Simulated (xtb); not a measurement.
CH2O2, triplet, from a rough starting geometry (a higher spin typed on purpose: for a closed-shell molecule this is an excited state); GFN2-xTB run with xtb.

Here is a job for xtb.
```
$ xtb mol.xyz --gfn 2 --uhf 2 --opt vtight --json

# file mol.xyz
5

O      0.77281401    -0.59686998    -0.04841995
C     -0.41862948     0.08240105     0.02099449
O     -0.59609497     1.22213960     0.06941185
H      1.42978465     0.15288918    -0.03959252
H     -1.17010509    -0.77862061    -0.00384844
```

**Question.** What does xtb print? Leave out banner, timings and long lists.

**Answer.** 
```
   ID    Z sym.   atoms
    1    8 O      1, 3
    2    6 C      2
    3    1 H      4, 5

           -------------------------------------------------
          |                Calculation Setup                |
           -------------------------------------------------

           -------------------------------------------------
          |                 G F N 2 - x T B                 |
           -------------------------------------------------

          ...................................................
          :                      SETUP                      :
          :.................................................:
          :  # basis functions                  14          :
          :  # atomic orbitals                  14          :
          :  # shells                            8          :
          :  # electrons                        18          :
          :  max. iterations                   250          :
          :  Hamiltonian                  GFN2-xTB          :
          :  restarted?                      false          :
          :  GBSA solvation                  false          :
          :  PC potential                    false          :
          :  electronic temp.          300.0000000     K    :
          :  accuracy                    1.0000000          :
          :  -> integral cutoff          0.2500000E+02      :
          :  -> integral neglect         0.1000000E-07      :
          :  -> SCF convergence          0.1000000E-05 Eh   :
          :  -> wf. convergence          0.1000000E-03 e    :
          :  Broyden damping             0.4000000          :
          :  net charge                          0          :
          :  unpaired electrons                  2          :
          ...................................................

 iter      E             dE          RMSdq      gap      omega  full diag
   1    -11.1488968 -0.111489E+02  0.453E+00    8.05       0.0  T
   2    -11.1516686 -0.277183E-02  0.264E+00    7.81       1.0  T
   3    -11.1516426  0.260524E-04  0.573E-01    7.59       1.0  T
   4    -11.1523245 -0.681920E-03  0.186E-01    7.57       1.0  T
   5    -11.1523427 -0.181831E-04  0.653E-02    7.60       1.0  T
   6    -11.1523438 -0.111376E-05  0.201E-02    7.62       2.2  T
   7    -11.1523449 -0.110551E-05  0.610E-03    7.62       7.3  T
   8    -11.1523449 -0.316407E-07  0.307E-03    7.62      14.6  T
   9    -11.1523450 -0.237896E-07  0.518E-04    7.62      86.4  T
  10    -11.1523450 -0.204922E-09  0.885E-05    7.62     505.1  T

   *** convergence criteria satisfied after 10 iterations ***

 transition dipole moment (au) for excitation:           9          10
     X       Y       Z
   0.0063   0.0010   0.1124  total (au/Debye):    0.113   0.286
 dE (eV)             :    6.269
 oscillator strength :  0.27550E-02

         :::::::::::::::::::::::::::::::::::::::::::::::::::::
         ::                     SUMMARY                     ::
         :::::::::::::::::::::::::::::::::::::::::::::::::::::
         :: total energy             -11.063508076285 Eh    ::
         :: gradient norm              0.325323392802 Eh/a0 ::
         :: HOMO-LUMO gap              7.616221888031 eV    ::
         ::.................................................::
         :: SCC energy               -11.152344931568 Eh    ::
         :: -> isotropic ES            0.031730475258 Eh    ::
         :: -> anisotropic ES          0.001815099516 Eh    ::
         :: -> anisotropic XC         -0.003088147305 Eh    ::
         :: -> dispersion             -0.001143358524 Eh    ::
         :: repulsion energy           0.088836855283 Eh    ::
         :: add. restraining           0.000000000000 Eh    ::
         :: total charge               0.000000000000 e     ::
         :::::::::::::::::::::::::::::::::::::::::::::::::::::

      -----------------------------------------------------------
     |                   =====================                   |
     |                        A N C O P T                        |
     |                   =====================                   |
     |               Approximate Normal Coordinate               |
     |                Rational Function Optimizer                |
      -----------------------------------------------------------
      -----------------------------------------------------------
     |                   =====================                   |
     |                        A N C O P T                        |
     |                   =====================                   |
     |               Approximate Normal Coordinate               |
     |                Rational Function Optimizer                |
      -----------------------------------------------------------

          ...................................................
          :                      SETUP                      :
          :.................................................:
          :   optimization level         verytight          :
          :   max. optcycles                   200          :
          :   ANC micro-cycles                  20          :
          :   degrees of freedom                 9          :
          :.................................................:
          :   RF solver                   davidson          :
          :   write xtbopt.log                true          :
          :   linear?                        false          :
          :   energy convergence         0.1000000E-06 Eh   :
          :   grad. convergence          0.2000000E-03 Eh/α :
          :   maxmium RF displ.          1.0000000          :
          :   Hlow (freq-cutoff)         0.1000000E-01      :
          :   Hmax (freq-cutoff)         5.0000000          :
          :   S6 in model hess.         20.0000000          :
          ...................................................

generating ANC from exact Hessian ...
Using Lindh-Hessian (1995)
[...]
 * total energy  :   -11.1039718 Eh     change       -0.1698456E-03 Eh
 * total energy  :   -11.1040508 Eh     change       -0.7899457E-04 Eh
 * total energy  :   -11.1042604 Eh     change       -0.2096196E-03 Eh
 * total energy  :   -11.1044823 Eh     change       -0.2218594E-03 Eh
 * total energy  :   -11.1045123 Eh     change       -0.2998220E-04 Eh
 * total energy  :   -11.1045626 Eh     change       -0.5034369E-04 Eh
 * total energy  :   -11.1045756 Eh     change       -0.1295672E-04 Eh
 * total energy  :   -11.1045824 Eh     change       -0.6843969E-05 Eh
 * total energy  :   -11.1045865 Eh     change       -0.4086222E-05 Eh
 * total energy  :   -11.1045882 Eh     change       -0.1756526E-05 Eh
 * total energy  :   -11.1045899 Eh     change       -0.1670728E-05 Eh
 * total energy  :   -11.1045901 Eh     change       -0.2210626E-06 Eh
 * total energy  :   -11.1045902 Eh     change       -0.9195109E-07 Eh
   *** GEOMETRY OPTIMIZATION CONVERGED AFTER 27 ITERATIONS ***
[...]
          :  PC potential                    false          :
          :  electronic temp.          300.0000000     K    :
          :  accuracy                    1.0000000          :
          :  -> integral cutoff          0.2500000E+02      :
          :  -> integral neglect         0.1000000E-07      :
          :  -> SCF convergence          0.1000000E-05 Eh   :
          :  -> wf. convergence          0.1000000E-03 e    :
          :  Broyden damping             0.4000000          :
          :  net charge                          0          :
          :  unpaired electrons                  2          :
          ...................................................

 iter      E             dE          RMSdq      gap      omega  full diag
   1    -11.1613474 -0.111613E+02  0.909E-06   10.07       0.0  T
   2    -11.1613474 -0.675016E-13  0.506E-06   10.07    8846.9  T
   3    -11.1613474  0.000000E+00  0.185E-06   10.07   24155.5  T

   *** convergence criteria satisfied after 3 iterations ***

 transition dipole moment (au) for excitation:           9          10
     X       Y       Z
  -0.0136  -0.1161  -0.1916  total (au/Debye):    0.224   0.571
 dE (eV)             :    3.434
 oscillator strength :  0.59962E-02

         :::::::::::::::::::::::::::::::::::::::::::::::::::::
         ::                     SUMMARY                     ::
         :::::::::::::::::::::::::::::::::::::::::::::::::::::
         :: total energy             -11.104590232230 Eh    ::
         :: gradient norm              0.000063887745 Eh/a0 ::
         :: HOMO-LUMO gap             10.065047413190 eV    ::
         ::.................................................::
         :: SCC energy               -11.161347328982 Eh    ::
         :: -> isotropic ES            0.034831109971 Eh    ::
         :: -> anisotropic ES          0.002610391085 Eh    ::
         :: -> anisotropic XC         -0.002259952878 Eh    ::
         :: -> dispersion             -0.001142452468 Eh    ::
         :: repulsion energy           0.056757096752 Eh    ::
         :: add. restraining           0.000000000000 Eh    ::
         :: total charge               0.000000000000 e     ::
         :::::::::::::::::::::::::::::::::::::::::::::::::::::

           -------------------------------------------------
          |                Property Printout                |
           -------------------------------------------------

    * Orbital Energies and Occupations

         #    Occupation            Energy/Eh            Energy/eV
      -------------------------------------------------------------
         1        2.0000           -0.7421712             -20.1955
         2        2.0000           -0.7205617             -19.6075
         3        2.0000           -0.6555112             -17.8374
         4        2.0000           -0.6059687             -16.4892
         5        2.0000           -0.5855989             -15.9350
         6        2.0000           -0.5676386             -15.4462
         7        2.0000           -0.5066841             -13.7876
         8        2.0000           -0.4894670             -13.3191
         9        1.0000           -0.4352393             -11.8435
        10        1.0000           -0.3090275              -8.4091 (HOMO)
        11                          0.0608562               1.6560 (LUMO)
        12                          0.0908575               2.4724
        13                          0.1599015               4.3511
        14                          0.4010907              10.9142
      -------------------------------------------------------------
                  HL-Gap            0.3698837 Eh           10.0650 eV
             Fermi-level           -0.2932194 Eh           -7.9789 eV

     #   Z          covCN         q      C6AA      α(0)
     1   8 O        1.657    -0.355    19.990     6.036
     2   6 C        2.621     0.188    23.987     8.011
     3   8 O        0.855    -0.311    19.986     5.994
     4   1 H        0.804     0.318     0.670     1.286
     5   1 H        0.913     0.160     1.327     1.802

 Mol. C6AA /au·bohr⁶  :        247.977383
 Mol. C8AA /au·bohr⁸  :       5339.621076
 Mol. α(0) /au        :         23.127335

Wiberg/Mayer (AO) data.
largest (>0.10) Wiberg bond orders for each atom

 ---------------------------------------------------------------------------
     #   Z sym  total        # sym  WBO       # sym  WBO       # sym  WBO
 ---------------------------------------------------------------------------
     1   8 O    2.147 --     2 C    1.065     4 H    0.856     3 O    0.186
     2   6 C    3.353 --     3 O    1.561     1 O    1.065     5 H    0.699
     3   8 O    1.923 --     2 C    1.561     1 O    0.186     5 H    0.162
     4   1 H    0.897 --     1 O    0.856
     5   1 H    0.902 --     2 C    0.699     3 O    0.162
 ---------------------------------------------------------------------------

Topologies differ in total number of bonds
Writing topology from bond orders to xtbtopo.mol

molecular dipole:
                 x           y           z       tot (Debye)
 q only:        0.274      -0.648      -0.476
   full:        0.380      -0.667      -0.777       2.775
molecular quadrupole (traceless):
                xx          xy          yy          xz          yz          zz
 q only:        2.096       2.723      -2.471      -1.232       0.380       0.375
  q+dip:        2.130       4.209      -3.006      -1.392       0.928       0.876
   full:        2.459       4.298      -3.139      -1.444       0.844       0.680

optimized geometry written to: xtbopt.xyz

           -------------------------------------------------
          | TOTAL ENERGY              -11.104590232230 Eh   |
          | GRADIENT NORM               0.000063887745 Eh/α |
          | HOMO-LUMO GAP              10.065047413190 eV   |
           -------------------------------------------------

normal termination of xtb
```
